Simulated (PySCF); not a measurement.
Species: C6H6ClF.
Atom-mapped SMILES: `[F:1][C@H:2]1[CH:3]=[CH:4][CH:5]=[C:6]([Cl:7])[CH2:8]1` (hydrogens: H9 on C2; H10 on C3; H11 on C4; H12 on C5; H13, H14 on C8)

The closed-shell ground state was solved at several levels (PySCF, density fitting, gas phase, non-relativistic). The structure is a single GFN2-xTB conformer in the gas phase; no vibrational or solvent corrections.

```csv
level,basis functions,total energy (Eh),HOMO (eV),LUMO (eV),gap (eV),dipole (D)
PBE0/pcSseg-1,173,-791.6789,-6.74,-1.48,5.26,2.16
CAM-B3LYP/def2-SVPD,218,-791.7529,-8.01,-0.45,7.56,2.25
```

Estimate the row for PBE0/def2-SVPD, a basis of 218 functions; the other rows only guide the guess.

Total energy -791.3765 Eh, HOMO -6.77 eV, LUMO -1.55 eV, gap 5.22 eV, dipole 2.17 D.

Over all these levels, which gives the widest orbital gap and which the narrowest?

CAM-B3LYP/def2-SVPD (range-separated hybrid) has the widest, 7.56 eV, and PBE0/def2-SVPD (global hybrid, 25 % exact exchange) the narrowest, 5.22 eV. The two share the basis. From the narrowest to the widest the HOMO moves by -1.24 eV and the LUMO by +1.10 eV.

How far do the dipole and the HOMO energy spread over the levels?

The dipole runs from 2.16 to 2.25 D (mean 2.19 D) and the HOMO from -8.01 to -6.74 eV.
